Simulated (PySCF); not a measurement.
## $^{33}$S chemical shifts

- NMR shieldings at PBE0/pcSseg-1/GIAO
- structure optimised with GFN2-xTB
- code: PySCF 2.14
- non-relativistic Hamiltonian, fast rotation and ring inversion assumed for equivalent nuclei, in vacuum, one conformer

Shieldings were converted by a linear fit to measured shifts: $^{33}$S (scatter 33.3 ppm rms vs sulfate, solution or neat liquid). Occasional misses reach two or three times the rms, and more in compound classes unlike the fitted ones.

Q: Give the $^{33}$S shifts of `CSc1csc(CN)c1`.

A: 
```json
{"compound": "[CH3:1][S:2][c:3]1[cH:4][s:5][c:6]([CH2:7][NH2:8])[cH:9]1", "environment": "S5: aromatic ring sulfur", "δ (ppm)": "-106"}
{"compound": "[CH3:1][S:2][c:3]1[cH:4][s:5][c:6]([CH2:7][NH2:8])[cH:9]1", "environment": "S2: sulfide sulfur", "δ (ppm)": "-302"}
```

Q: Order these by $^{33}$S shift, lowest first.
A. F[C@H]1CSc2ccccc21
B. C=C/C=C\c1cc(F)cs1
C. C=Cc1ccc(S)c(F)c1
D. C=Cc1c(F)cccc1S
E. C[P@](=S)(C1CC1)C(F)(F)F
F. C=C(C)[C@@H]1C[C@@H](F)S1(=O)=O

A: E (-546 ppm, sulfur bonded to P), C (-376 ppm, thiol sulfur), D (-310 ppm, thiol sulfur), A (-268 ppm, sulfide sulfur), B (-147 ppm, aromatic ring sulfur), F (-7 ppm, sulfone sulfur).
